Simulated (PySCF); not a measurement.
# Working out the ionisation energy of Tc²⁺

Tc²⁺ [Kr] 4d5 (6S) → Tc³⁺ [Kr] 4d4 (5D). Computed with PySCF 2.14 in aug-cc-pwCVDZ-PP with ECP28MDF, with scalar relativity through the core potential. Frozen: nothing. Energies in hartree (1 hartree = 27.21139 eV):

| part | Tc²⁺ (lower) | Tc³⁺ (upper) |
| --- | --- | --- |
| UHF | -79.121563 | -78.062181 |
| MP2 opposite-spin | -0.217304 | -0.208082 |
| MP2 same-spin | -0.116548 | -0.095079 |

Problem. What does Hartree-Fock give?

Solution. (-78.062181) − (-79.121563) = 1.059382 hartree = 28.827 eV.

Problem. What do MP2 and SCS-MP2 (6/5 opposite-spin, 1/3 same-spin) give?

Solution. The opposite-spin parts differ by 0.251 eV and the same-spin parts by 0.584 eV. MP2: 28.827 + (0.251) + (0.584) = 29.662 eV. SCS-MP2: 28.827 + 1.2 × (0.251) + (0.584)/3 = 29.323 eV.

Reference: 29.55 eV (semi-empirical (NIST evaluation); NIST Atomic Spectra Database, ionization energies), between the lowest levels; spin-orbit coupling is absent from the calculation.

A double-zeta basis recovers only part of the correlation energy.

What remains against the reference includes basis incompleteness and correlation beyond second order.
